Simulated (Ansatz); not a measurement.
`C[CH]([SiH3])[InH2]` + `FCS` → `FC[S][InH2]` + `CC[SiH3]` at 400 K and 1 bar (ligand exchange at the In–C bond).

Isolated molecules relaxed with PBE0-D4/def2-TZVP in Ansatz; ΔE leaves out vibrations. CBS: MP2 limit from def2 TZ/QZ plus the TZ coupled-cluster correction, frozen cores. Elements past krypton have def2 core potentials. For In outer-core shells are correlated without core-valence functions, which leaves a few kJ/mol of doubt a bond. Each species was taken in one conformer, which may not be the lowest.

```
              species  CCSD(T)/CBS energy (Eh)  H − E (kJ/mol)  S (J/(mol·K))
`C[CH]([SiH3])[InH2]`               -560.37779           277.0          422.7
                `FCS`               -537.40796           122.9          289.8
        `FC[S][InH2]`               -727.83271           145.5          382.3
           `CC[SiH3]`               -369.99568           262.4          326.3
```

H − E and S are ideal-gas, rigid-rotor, harmonic terms from PBE0-D4/def2-TZVP, for one conformer and one mirror image of each species. 1 Eh = 2625.50 kJ/mol, R = 8.31446 J/(mol·K).

By hand: ΔE, ΔH, ΔS and ΔG.

ΔE = (-727.83271) + (-369.99568) − (-560.37779) − (-537.40796) = -0.04264 Eh = -112.0 kJ/mol. Δ(H − E) = 145.5 + 262.4 − 277.0 − 122.9 = 8.0, so ΔH = -104.0 kJ/mol. ΔS = 382.3 + 326.3 − 422.7 − 289.8 = -3.9 J/(mol·K). ΔG = -104.0 − 400 × (-3.9)/1000 = -102.4 kJ/mol.

By hand: the equilibrium constant, and the temperature at which ΔG would vanish if ΔH and ΔS stayed fixed.

log₁₀ K = −ΔG/(RT ln 10) = 13.4. ΔG = 0 at ΔH/ΔS = 26667 K, far beyond where these terms or the molecules hold.

The number of gas molecules stays the same, so ΔS is small and ΔH decides. A doubt of 5 kJ/mol in ΔE shifts log₁₀ K by 0.7 here. Other conformers and mirror images would add mixing entropy, several J/(mol·K) or more a flexible species. Modes under 60 cm⁻¹, often nearly free rotors, make the harmonic entropy too high. These are equilibria of isolated gas molecules and say nothing of rates. Largest T1 diagnostic: 0.014 (customary marks: 0.02 for closed shells, 0.045 for open ones).
